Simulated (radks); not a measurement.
Values are calculated unless marked as measured or tabulated.
How relativity changes the ionisation of neutral manganese ([Ar] 3d5 4s2) to Mn+ ([Ar] 3d5 4s1). Spin-unpolarised spherical Kohn-Sham, BLYP, point nucleus unless stated (finite: rms radius 3.7057 fm), a radial shooting solver on a logarithmic mesh with Libxc functionals. A level marked "c x" has the speed of light scaled by that factor and shares open shells by 2j + 1; other Dirac levels either fill j = l - 1/2 first or share by 2j + 1.

| level | E(Mn) (hartree) | E(Mn+) (hartree) | IE (eV) | HOMO | <r> HOMO (bohr) |
|---|---|---|---|---|---|
| non-rel. | -1150.85748 | -1150.55285 | 8.289 | 4s | 3.126 |
| scalar-rel. | -1158.60636 | -1158.29764 | 8.401 | 4s | 3.093 |
| scalar-rel., finite nucleus | -1158.60295 | -1158.29423 | 8.401 | 4s | 3.093 |
| Dirac, 2j+1 shares | -1158.62633 | -1158.31760 | 8.401 | 4s1/2 | 3.093 |
| Dirac, low j first | -1158.63501 | -1158.32645 | 8.396 | 4s1/2 | 3.094 |
| Dirac, 2j+1 shares, finite nucleus | -1158.62291 | -1158.31419 | 8.401 | 4s1/2 | 3.093 |
| Dirac, c x 1.25 | -1155.80013 | -1155.49290 | 8.360 | 4s1/2 | 3.105 |
| Dirac, c x 2 | -1152.77595 | -1152.47032 | 8.317 | 4s1/2 | 3.117 |
| Dirac, c x 100 | -1150.85825 | -1150.55362 | 8.290 | 4s1/2 | 3.126 |

NIST Atomic Spectra Database: 7.434 eV (measured). The relativistic part of the total energy of Mn is -7.765 hartree (Dirac, 2j+1 shares, finite nucleus), 0.67 % of the non-relativistic value. Spin polarisation and multiplet splitting of open shells are left out at every level.

Beside tabulated values, note that spin-unpolarised runs miss the spin-polarisation part of the exchange energy of open shells.
